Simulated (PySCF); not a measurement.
# Electronic structure of Ta⁴⁹⁺ (tantalum, charge +49) at the UHF level

Configuration: [Ar] 3d6, high-spin 5D determinant. Calculation: PySCF 2.14, in an uncontracted even-tempered set (17 s from 11 bohr⁻², ratio 2.5; 13 p from 15 bohr⁻², ratio 2.5; 7 d from 15 bohr⁻², ratio 2.5; 4 f from 57 bohr⁻², ratio 2.7; 3 g from 85 bohr⁻², ratio 2.7); the spin-free X2C one-electron Hamiltonian (Gaussian nucleus).

```json
{
 "Total energy": "-13600.588273 hartree",
 "One-electron energy": "-15561.2099 hartree",
 "Hartree (Coulomb) energy": "2173.7311 hartree",
 "Exchange energy": "-213.1094 hartree",
 "⟨S²⟩": "6.0002",
 "⟨L²⟩": "6.001",
 "Sum of ⟨r⟩": "3.211 bohr",
 "Sum of ⟨r²⟩": "0.6124 bohr²",
 "Traceless quadrupole moment −½Σ⟨3z² − r²⟩ along its main axis": "0.00992 e·bohr²"
}
```

| shell | electrons | mean orbital energy (hartree) | spread (hartree) | rms radius, mean of both spins (bohr) |
| --- | --- | --- | --- | --- |
| 1s α | 1 | -2598.13075 | 0 | 0.0211 |
| 1s β | 1 | -2598.10484 | 0 | 0.0211 |
| 2s α | 1 | -538.48570 | 0 | 0.0849 |
| 2s β | 1 | -537.17699 | 0 | 0.0849 |
| 2p α | 3 | -486.32101 | 0.33112 | 0.0770 |
| 2p β | 3 | -484.98781 | 0.07367 | 0.0770 |
| 3s α | 1 | -196.95188 | 0 | 0.210 |
| 3s β | 1 | -195.40875 | 0 | 0.210 |
| 3p α | 3 | -181.03655 | 0.39576 | 0.209 |
| 3p β | 3 | -179.13603 | 0.17284 | 0.209 |
| 3d α | 5 | -163.75343 | 0.55478 | 0.187 |
| 3d β | 1 | -162.49636 | 0 | 0.187 |

Spin-orbit coupling is strong in this species (close to jj coupling), so the high-spin LS determinant is a model state, not a physical level.

Densities and radii are taken from the X2C orbitals without a picture-change correction, which distorts them close to the nucleus.

Spin-orbit constants ζ (cm⁻¹) from the X2C one-electron operator on these orbitals: bare nucleus, nucleus screened by l(l+1)(2l+1)/3 electrons, and screened by the Breit-Pauli mean field of the electrons.

```json
{"shell": "2p", "bare": "6480000", "screened nucleus": "6303000", "mean field": "6238000"}
{"shell": "3p", "bare": "1563000", "screened nucleus": "1521000", "mean field": "1506000"}
{"shell": "3d", "bare": "249400", "screened nucleus": "215200", "mean field": "212400"}
```

To first order the Landé constant is A = -53090 cm⁻¹, so the lowest level has J = 4 and lies 26.3 eV below the centre of the term. This holds in LS coupling only, and this species is close to jj coupling.
